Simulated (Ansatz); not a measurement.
Stepwise reaction of `C[S][Al]([F])[F]` with hydrogen, as a gas-phase model of exchange steps in deposition or etching. ΔE in kJ/mol; ΔG adds harmonic PBE0-D4 terms to CCSD(T)/CBS, at 1 bar.

Program: Ansatz. Geometries: PBE0-D4/def2-TZVP. ΔE: electronic, gas phase. CCSD(T)/CBS adds triple-zeta CCSD(T) − MP2 to the extrapolated MP2 energy (def2 sets, frozen cores). This one scheme is used for every species. DFT in def2-TZVPP. B3LYP here is the variant with VWN-RPA as its local correlation; programs differ in this. One conformer a species, not always the lowest.

| step | reaction | PBE-D4 | B3LYP-D4 | ωB97M-V | CCSD(T)/CBS | ΔG(600 K) |
| --- | --- | --- | --- | --- | --- | --- |
| 2 | `C[S][AlH][F]` + H₂ → `C[S][AlH2]` + H–F | 160.0 | 167.7 | 166.1 | 165.4 | 161.0 |

(1) Give the row of step 1, `C[S][Al]([F])[F]` + H₂ → `C[S][AlH][F]` + H–F. (Best estimate.)

(2) By hand: ΔE of the 2 steps together at CCSD(T)/CBS.

## Answers

(1) Computed: 
| step | reaction | PBE-D4 | B3LYP-D4 | ωB97M-V | CCSD(T)/CBS | ΔG(600 K) |
| --- | --- | --- | --- | --- | --- | --- |
| 1 | `C[S][Al]([F])[F]` + H₂ → `C[S][AlH][F]` + H–F | 152.3 | 161.5 | 158.2 | 158.9 | 157.4 |

(2) (158.9) + (165.4) = 324.3 kJ/mol, or 162.2 kJ/mol a step.

In ΔE each step is higher than the one before. All are uphill at CCSD(T)/CBS. ΔG lies between 157.4 and 161.0 kJ/mol a step. PBE-D4 differs from CCSD(T)/CBS by -6.6 to -5.4 kJ/mol a step. Isolated molecules leave out the surface, adducts and barriers. Largest T1 diagnostic: 0.012.
